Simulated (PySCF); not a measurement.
## Correlation energy of Ge¹²⁺ (germanium, charge +12)

[Ar] 3d2, high-spin 3F determinant. Calculation: PySCF 2.14, in an uncontracted even-tempered set (19 s from 0.81 bohr⁻², ratio 2.5; 12 p from 1.1 bohr⁻², ratio 2.5; 8 d from 1.1 bohr⁻², ratio 2.5; 4 f from 3.7 bohr⁻², ratio 2.7; 4 g from 5.6 bohr⁻², ratio 2.7); the spin-free X2C one-electron Hamiltonian (Gaussian nucleus). Frozen: [Ne]; 10 electrons correlated; the 31 highest virtual orbitals of each spin left out.

| level | correlation energy (mhartree) |
| --- | --- |
| CCSD | -400.68 |
| (T) | -4.45 |
| CCSD(T) | -405.13 |

Diagnostics: T1 = 0.0012, D1 = 0.0027, largest double amplitude 0.031.

Cost of the coupled-cluster step: 98 s of wall time on 2 threads of Neoverse-V2 (shared host), for 10 correlated electrons.

Iterations:

```
CC2 = 0
CCSD nocc = (np.int64(6), np.int64(4)), nmo = (123, 123)
frozen orbitals [[0, 1, 2, 3, 4, 128, 129, 130, 131, 132, 133, 134, 135, 136, 137, 138, 139, 140, 141, 142, 143, 144, 145, 146, 147, 148, 149, 150, 151, 152, 153, 154, 155, 156, 157, 158], [0, 1, 2, 3, 4, 128, 129, 130, 131, 132, 133, 134, 135, 136, 137, 138, 139, 140, 141, 142, 143, 144, 145, 146, 147, 148, 149, 150, 151, 152, 153, 154, 155, 156, 157, 158]]
max_cycle = 100
direct = 0
conv_tol = 1e-08
conv_tol_normt = 1e-06
diis_space = 8
diis_start_cycle = 0
Init t2, MP2 energy = -0.375521400369268
Init E_corr(UCCSD) = -0.375521400369671
cycle = 1  E_corr(UCCSD) = -0.396192506685124  dE = -0.0206711063  norm(t1,t2) = 0.0169441
cycle = 2  E_corr(UCCSD) = -0.399780307363981  dE = -0.00358780068  norm(t1,t2) = 0.00388117
cycle = 3  E_corr(UCCSD) = -0.40070367313756  dE = -0.000923365774  norm(t1,t2) = 0.00104495
cycle = 4  E_corr(UCCSD) = -0.400682316321578  dE = 2.1356816e-05  norm(t1,t2) = 8.62475e-05
cycle = 5  E_corr(UCCSD) = -0.400682114598717  dE = 2.01722861e-07  norm(t1,t2) = 5.03295e-06
cycle = 6  E_corr(UCCSD) = -0.400682403156125  dE = -2.88557408e-07  norm(t1,t2) = 8.27399e-07
cycle = 7  E_corr(UCCSD) = -0.400682370227813  dE = 3.29283119e-08  norm(t1,t2) = 1.43743e-07
cycle = 8  E_corr(UCCSD) = -0.400682370327979  dE = -1.00165487e-10  norm(t1,t2) = 1.22211e-08
UCCSD converged
E(UCCSD) = -2035.379773171131  E_corr = -0.4006823703279788
UCCSD(T) correction = -0.00445185748342459
```
